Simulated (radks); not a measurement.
Results of a calculation; reference values are marked as such.
Spherical quantum dot in the effective-mass picture: electrons in a hard-walled sphere of radius 3.1, all in effective atomic units (hartree* = m*/eps^2 hartree, bohr* = eps/m* bohr), one dielectric constant everywhere. Level of theory: non-relativistic Kohn-Sham, LDA (Slater exchange, Perdew-Wang correlation), spin-polarised, spherical densities (a radial shooting solver with Libxc functionals). Levels are named by radial order and angular momentum (1s, 1p, 1d, 2s, ...), and open shells are averaged over m.

N = 4, configuration 1s2 1p(up 2, down 0). This is the lowest configuration that the search found. Occupied and some empty levels:

level,occupation,eigenvalue (hartree*),<r> (bohr*)
1s up,1,2.0998,1.712
1s down,1,2.1893,1.704
1p up,2,2.5353,1.922
1p down,0,2.6295,1.923
1d up,0,3.1494,2.061
1d down,0,3.2432,2.064
2s up,0,3.6856,1.494
2s down,0,3.7487,1.495
1f up,0,3.9180,2.162
1f down,0,4.0098,2.166

Energy (hartree*): total 5.82493, kinetic 3.2261, external 0, Hartree 3.9530, exchange-correlation -1.3542.
